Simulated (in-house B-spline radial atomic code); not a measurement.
Functionals against NIST's ionisation energies along a row: Sc⁺ to Zn⁺

Ionisation energies as differences of self-consistent total energies from a B-spline radial code for spherical atoms: all electrons, radial basis limit, scalar-relativistic (one-electron X2C), spin-polarised at highest spin, spherical densities; exact exchange is averaged over the determinants of each configuration. No spin-orbit coupling, Breit or QED terms. NIST's values run from ground level to ground level, so in open shells the differences also hold multiplet and fine-structure energies that spherical high-spin averages miss. Columns give computed minus NIST, in eV; a star marks a semi-empirical value. Species are left out where the tabulated value is theory, is uncertain by more than 0.12 eV, or (13 ions, such as In⁴⁺, Te⁴⁺ and Bi⁴⁺) lies off its series for all methods alike, which flatters the means a little.

```
species  shell      NIST (eV)  Hartree-Fock  LDA exchange-only  B3LYP  CAM-B3LYP   OLYP
    Sc⁺     4s          12.80         -0.57              -0.06  +0.36      +0.25  +0.01
    Ti⁺     4s          13.58         -0.61              +0.11  +0.43      +0.31  +0.09
     V⁺     3d  14.63 ± 0.007         -0.84              +0.35  +0.93      +0.84  +1.05
    Cr⁺     3d          16.49         -1.34              -0.05  +0.46      +0.38  +0.66
    Mn⁺     4s          15.64         -0.79              +0.30  +0.46      +0.33  +0.13
    Fe⁺     4s          16.20         -0.91              +0.19  +0.51      +0.40  +0.19
    Co⁺     3d          17.08         -2.81              -0.36  +0.60      +0.55  +0.68
    Ni⁺     3d          18.17         -2.39              +0.18  +1.05      +1.00  +1.25
    Cu⁺     3d          20.29         -2.99              -0.39  +0.42      +0.37  +0.71
    Zn⁺     4s          17.96         -1.11              +0.11  +0.74      +0.67  +0.37
```

Q: How do the methods rank, and which species is hardest?

A: Mean absolute (signed) differences: LDA exchange-only 0.21 (+0.04) eV; CAM-B3LYP 0.51 (+0.51) eV; OLYP 0.51 (+0.51) eV; B3LYP 0.60 (+0.60) eV; Hartree-Fock 1.44 (-1.44) eV. For Cu⁺, which loses a 3d electron, the nearest method is off by +0.37 eV, the largest such miss. Hartree-Fock comes too low mainly by the correlation energy of the removed electron.
